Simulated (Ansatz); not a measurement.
## Reading a saddle point

A first-order saddle point of SnNH₇O, singlet, PBE0-D4/def2-TZVP, with one imaginary mode of 912i cm⁻¹:

```xyz
10
angstrom
Sn 0.9848 0.4159 -0.1364
O -0.0603 -1.3499 0.9244
H 1.1030 1.8382 -1.1448
H 1.9634 -0.7514 -0.8913
H 1.3665 1.0057 1.4221
H -0.9802 -0.7248 0.2719
N -1.1492 0.1450 -0.5474
H -0.0989 -1.3511 1.8824
H -1.7419 0.9253 -0.2961
H -1.3873 -0.1529 -1.4849
```

Computed with Ansatz 0.2.0 (basis: def2-TZVPP and def2-QZVPP); correlated methods freeze the cores. Filled d shells of the heavier atoms are correlated. Core potentials replace the inner electrons of the atoms past krypton. The def2 sets are not built for correlating such inner shells, so the correlated values are less sure here. Extrapolation: Hartree–Fock as exp(−7.88 √X), correlation as X^−2.97.

Question: Which contacts change along the imaginary mode, and what lies on either side? (A judgement: the text doesn't fix the answer.)

Answer: By the calculation: The step is SnH₄O ([OH][SnH3]) + NH₃ → SnNH₅ ([NH2][SnH3]) + H₂O, with the molecules in contact on both sides. Shortening one way: Sn1–N7, O2–H6; lengthening the same way: Sn1–O2, H6–N7.
| pair | one side (Å) | saddle (Å) | other side (Å) |
| --- | --- | --- | --- |
| Sn1–N7 | 2.74 | 2.19 | 2.06 |
| O2–H6 | 2.17 | 1.29 | 0.98 |
| Sn1–O2 | 1.99 | 2.31 | 3.38 |
| H6–N7 | 1.01 | 1.21 | 1.90 |

Question: Which side is lower, and how far does the saddle lie above each? (An estimate is asked for; the value comes from the calculation.)

Answer: The calculation gives: The side with Sn1–O2, H6–N7 short is lower by 5.94 kcal/mol; the saddle lies 22.52 kcal/mol above it and 16.59 kcal/mol above the other (CCSD(T) at an estimated basis limit (MP2 extrapolated from triple and quadruple zeta, plus CCSD(T) − MP2 in triple zeta); electronic energies).

The T1 diagnostic stays at or below 0.013.

Labels in which every atom is bracketed show which atoms are joined, not bond orders.

For scale, one of the runs: CCSD(T)/def2-TZVPP, 210 basis functions, launched by `ansatz run in.yaml --threads 4 --pin off --events-out ev --progress --plain --max-ram 9574MiB`. Time: 70 s of wall clock on 4 CPU threads of an Arm Neoverse V2; the host was shared. Peak host memory: 3.3 GiB.
